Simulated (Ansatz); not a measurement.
Basis-set extrapolation for CH6MgOSi (`[CH3][Mg][O][SiH3]`) (PBE0-D4/def2-TZVP geometry, frozen core, the Gaussian-basis code of Ansatz). Multiplicity 1, RHF reference. For Mg the program correlates outer-core shells too, which these sets cover unevenly, so the extrapolated numbers aren't a true limit.

```csv
,def2-TZVPP,def2-QZVPP
HF,-604.913843,-604.938686
MP2 correlation,-0.750265,-0.832559
CCSD(T) correlation,-0.814365,not run
```

Energies in hartree. Use E(X) = E(∞) + A·exp(−7.88·√X) for Hartree–Fock and E(X) = E(∞) + B·X^(−2.97) for correlation, with X = 3 and 4, and add CCSD(T) minus MP2 of the smaller set to the MP2 limit.

**Question.** What is the CCSD(T) energy at the basis-set limit?

**Answer.** HF limit: -604.938686 + (-0.024843) × 0.13774 = -604.94211. MP2 limit: -0.832559 + (-0.082294) × 0.74074 = -0.89352. Higher-order term: -0.814365 − (-0.750265) = -0.06410. Total: -605.89973 hartree, 450.3 kJ/mol below CCSD(T)/def2-TZVPP.
